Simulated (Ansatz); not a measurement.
A nudged elastic band was laid between two geometries of GaH5S (7 atoms, charge 0, multiplicity 1).

The calculation used RKS PBE-D4/def2-SVP (Ansatz 0.2.0).

```yaml
movable_images: 9
climbing_image: yes
spring: 5.0 eV/Å²
optimiser: quadratic models (default)
start_path: through a guess of the saddle point
force_threshold: 0.03 eV/Å
iteration_limit: 60
end_points: relaxed
```

Image 0:

```xyz
7
Properties=species:S:1:pos:R:3
Ga -0.037 0.098 -0.013
H -0.541 0.545 1.424
H 1.498 0.261 -0.373
H -1.098 -0.058 -1.181
S 0.117 -2.489 0.486
H -1.129 -2.631 1.022
H 0.690 -2.390 1.719
```

Image 10:

```xyz
7
Properties=species:S:1:pos:R:3
Ga 0.103 -0.693 -0.369
H 0.040 0.381 2.173
H 1.500 0.010 -0.510
H -1.316 -0.044 -0.558
S 0.212 -2.876 0.052
H -1.139 -3.056 0.064
H 0.099 -0.386 2.231
```

Which bonds break or form, and what moves?

Bonds broken: Ga1–H2, S5–H7. Bonds formed: H2–H7. GaH5S becomes GaH3S + H2.

Give the energies along the band, and the barrier.

The run converged. The highest image is number 6 of 0 to 10, 0.52 eV above the first end and 0.87 eV above the last; the last end lies 0.36 eV below the first. A vibrational analysis at the climbing image gives one clearly imaginary mode, 875i cm⁻¹: a first-order saddle point. The orbitals stay closed-shell, which can raise the energy where a bond breaks towards radicals; this wasn't checked here.

```csv
image,path coordinate (Å),energy (eV),Ga1–H2 (Å),S5–H7 (Å),H2–H7 (Å)
0,0.00,0.00,1.59,1.36,3.20
1,0.38,0.01,1.59,1.36,3.09
2,0.75,0.02,1.59,1.36,2.90
3,1.13,0.06,1.59,1.36,2.44
4,1.50,0.16,1.60,1.37,1.99
5,1.88,0.31,1.64,1.43,1.55
6,2.25,0.52,1.74,1.67,1.12
7,2.71,0.10,2.01,2.13,0.84
8,3.17,-0.24,2.32,2.56,0.78
9,3.63,-0.34,2.58,2.93,0.77
10,4.09,-0.36,2.76,3.31,0.77
```

What is the geometry of the highest image?


```xyz
7
Properties=species:S:1:pos:R:3
Ga 0.099 -0.221 -0.104
H -0.100 -0.092 1.624
H 1.560 0.227 -0.435
H -1.292 0.007 -0.782
S 0.272 -2.594 0.650
H -1.075 -2.797 0.606
H 0.036 -1.196 1.526
```

What are the harmonic wavenumbers there?

875i, 279, 312, 423, 590, 649, 690, 695, 966, 1162, 1369, 1593, 1949, 1979, 2619 cm⁻¹.

Run time: 3.2 min on 1 thread of Arm Neoverse V2, on a shared host, peak memory 0.15 GiB.
